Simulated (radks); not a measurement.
The numbers below are computed, except where a source is named.
Problem. The table gives one normalised radial function P(r) = r R(r) of Te in [Kr] 4d8 5s2 5p4 4f2 (r in bohr). Level of theory: non-relativistic Kohn-Sham, r2SCAN, spin-polarised, spherical densities, point nucleus; open shells are filled with parallel spins first (spin-orbit coupling, left out, can overturn this in heavy ions); meta-GGA in the generalised Kohn-Sham scheme; relativity is left out, which matters for an element this heavy (a radial shooting solver on a logarithmic mesh with Libxc functionals).

r,P
0.0031,0.0508
0.004339,0.0664
0.006071,0.0843
0.008496,0.1024
0.01179,0.1158
0.0165,0.1172
0.02309,0.0950
0.03232,0.0376
0.04486,-0.0529
0.06277,-0.1539
0.08784,-0.1960
0.1229,-0.1004
0.172,0.1250
0.2388,0.2891
0.3341,0.1496
0.4676,-0.2537
0.6543,-0.4367
0.9083,-0.0489
1.271,0.5865
1.779,0.8474
2.489,0.5965
3.483,0.2243
4.835,0.0422
6.765,0.0032
9.467,0.0001
13.25,0.0000
18.39,0.0000
25.73,0.0000
36.01,0.0000

Which n and l does it have? It may be an empty orbital.

Solution. n = 5, l = 0: the number of nodes gives n - l - 1 = 4, the rise at small r (about r^(l+1)) gives l, and the extent must fit the shell. The curve is that of 5s up; the table hardly tells the two spins apart. 5s up: eigenvalue -29.425 eV, 4 radial nodes at r = 0.0375, 0.145, 0.382, 0.932 bohr, <r> = 1.94 bohr, 90 % of the charge inside 2.79 bohr.
